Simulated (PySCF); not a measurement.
Z-matrix (Å, degrees):
```
I
```
Charge 0, spin multiplicity 2.

### Question
What is the computed total energy, highest occupied spin orbital and dipole moment (TPSSh-D3(BJ)/def2-TZVP run with PySCF 2.14.0)?

### Answer

The total energy comes out as -297.5888 Ha, the highest occupied spin orbital is -7.26 eV and the dipole moment is 0.00 D.
